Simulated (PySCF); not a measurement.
ZnCl, SMILES [Zn][Cl] (connectivity only; charge and spin as stated), neutral, multiplicity 2.

Geometry optimised at PBE-D3(BJ)/def2-TZVP. The spin state was assumed, not searched.

Two levels are set side by side: PBE/def2-TZVPD (PySCF) and ωB97X/def2-TZVPD (PySCF). Same geometry, gas phase. Differences are taken from unrounded values.

```
quantity                     ωB97X
---------------------------  -----
α-spin orbital gap (eV)       9.20
β-spin orbital gap (eV)       9.22
dipole moment (D)             3.00
mean polarisability (bohr³)   48.0
```

**Question.** What does PBE give, and how far is it from ωB97X? (An estimate is asked for; the answer gives what the named calculation found.)

**Answer.** 
```
quantity                      PBE  PBE minus ωB97X
---------------------------  ----  ---------------
α-spin orbital gap (eV)      4.01            -5.19
β-spin orbital gap (eV)      2.68            -6.54
dipole moment (D)            2.62            -0.38
mean polarisability (bohr³)  49.2              1.2
```

Rough cost on one machine, each run with all the roots and properties that it gave: ωB97X against PBE about 1/2.
